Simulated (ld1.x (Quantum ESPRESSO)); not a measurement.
# Co (Z = 27): one change to a TM potential, before and after

Co, norm-conserving Troullier–Martins (Kleinman–Bylander form), made with ld1.x (Quantum ESPRESSO) 7.5 (PBE, scalar-relativistic). Core [Ne] 3s2, reference 3p6 3d7 4s1 4p0 (charge +1). Waves: 4s (bound): rc 2.25 bohr; 3d (bound): rc 1.10 bohr; 3p (bound): rc 1.15 bohr. Local part: the p channel. Core correction: none.

Change: functional LDA (PZ).

Cutoffs: the cutoffs (Ry, on a coarse ladder) from which the occupation-weighted sum of valence levels, in a spherical-Bessel basis at the reference potential, stays within 10 and 1 mRy of its value at 400 Ry; they do not see the model core or the augmentation charge, which bear on the density cutoff. Errors are all-electron minus pseudo energies relative to the spin-unpolarised reference configuration.

Question: What does the change do?

Answer: The potential gets neither clearly harder nor softer (180 Ry and 260 Ry → 180 Ry and 300 Ry); both files keep a bound ghost (s); the number of tests with a reliable result goes from 7 to 9; of the 7 tests that both files solve, the error grows in 2 and shrinks in 1 by more than 15 % and 0.3 meV (median size 43.9 → 45.6 meV).

| quantity | base | changed |
| --- | --- | --- |
| cutoff, loose | 180 Ry | 180 Ry |
| cutoff, tight | 260 Ry | 300 Ry |
| bound ghosts | s | s |
| error for 3p6 3d7 4s2 4p0, meV [ΔE -9.03 → -9.30 eV] | -1.7 | -2.9 |
| error for 3p6 3d7 4s0 4p0, meV [ΔE 16.79 → 17.08 eV] | -7.2 | -13 |
| error for 3p6 3d6 4s0 4p0, meV [ΔE 52.66 → 53.27 eV] | +67 | +54 |
| error for 3p6 3d7 4s0 4p2, meV [ΔE -0.05 → -0.15 eV] | +44 | +46 |
| error for 3p6 3d8 4s1 4p0, meV [ΔE -10.23 → -10.53 eV] | -9.3 | -9.5 |
| error for 3p6 3d8 4s0 4p0, meV [ΔE -2.56 → -2.59 eV] | -55 | -56 |
| error for 3p6 3d5 4s0 4p0, meV [ΔE 108.01 → 108.92 eV] | +147 | +129 |
| s: phases at 2.46 bohr within 0.05 rad from the reference energy up to (Ry; the scan ends near 5) | 2.7 | 2.6 |
| p: phases at 2.46 bohr within 0.05 rad from the reference energy up to (Ry; the scan ends near 5) | to the end of the scan | to the end of the scan |
| d: phases at 2.46 bohr within 0.05 rad from the reference energy up to (Ry; the scan ends near 5) | to the end of the scan | to the end of the scan |

 A true bound ghost makes a file unfit for plane-wave use even where its test errors are small: the radial tests pick states by their node count and pass the ghost by.
